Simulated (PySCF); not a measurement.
Species: C₅H₆F₂O.
Atom-mapped SMILES: `[CH3:1][C:2]1=[CH:3][O:4][CH2:5][C:6]1([F:7])[F:8]` (hydrogens: H9, H10, H11 on C1; H12 on C3; H13, H14 on C5)

Cartesian coordinates in Å at the GFN2-xTB level; atoms count from 1:
```
atom  x, y, z in Å
C1    -1.9342   -0.0751    0.3690
C2    -0.5209    0.2201    0.0191
C3     0.0482    1.3318   -0.4431
O4     1.3859    1.2646   -0.6616
C5     1.8196   -0.0405   -0.3136
C6     0.5724   -0.8039    0.1556
F7     0.7142   -1.2772    1.4307
F8     0.3542   -1.9315   -0.5867
H9    -2.3026   -0.9035   -0.2354
H10   -2.5543    0.7993    0.1975
H11   -2.0045   -0.3682    1.4161
H12   -0.4009    2.2810   -0.6697
H13    2.5589    0.0243    0.4888
H14    2.2632   -0.5216   -1.1888
```

Vertical excitations from PySCF (density fitting, frozen core in the response, grid level 2 and gas phase unless stated; continuum runs use non-equilibrium linear response for the excitations) on a GFN2-xTB geometry. Reference run:

```
                              settings    S1, eV (f)    S2, eV (f)    S3, eV (f)    S4, eV (f)    S5, eV (f)    S6, eV (f)  T1, eV (Tamm–Dancoff)  mean α (au)
PBE0/def2-SVPD, full TDDFT, 6 singlets  6.27 (0.181)  6.54 (0.007)  6.78 (0.001)  7.33 (0.003)  7.68 (0.002)  7.71 (0.000)                   4.08         61.9
```

Problem. What do these settings give: PBE0/def2-SVPD, TDA, 6 singlets?

Solution. 
```csv
settings,"S1, eV (f)","S2, eV (f)","S3, eV (f)","S4, eV (f)","S5, eV (f)","S6, eV (f)","T1, eV (Tamm–Dancoff)",mean α (au)
"PBE0/def2-SVPD, TDA, 6 singlets",6.55 (0.008),6.58 (0.231),6.79 (0.001),7.34 (0.004),7.69 (0.002),7.72 (0.000),–,61.9
```

S1 moves by +0.28 eV; the lowest Tamm–Dancoff root can't lie below the lowest full-response root of a stable reference. States are counted by energy in each run and needn't keep their character from row to row.

Problem. Give the leading configurations of S1 (H = HOMO, L = LUMO) and the HOMO–LUMO gap of each run.

Solution. 
```csv
settings,S1 configurations (weight),S1 (eV),orbital gap (eV),S1 − gap (eV)
"PBE0/def2-SVPD, full TDDFT, 6 singlets",H→L 0.95,6.27,6.96,-0.69
"PBE0/def2-SVPD, TDA, 6 singlets",H→L+1 0.96,6.55,6.96,-0.41
```

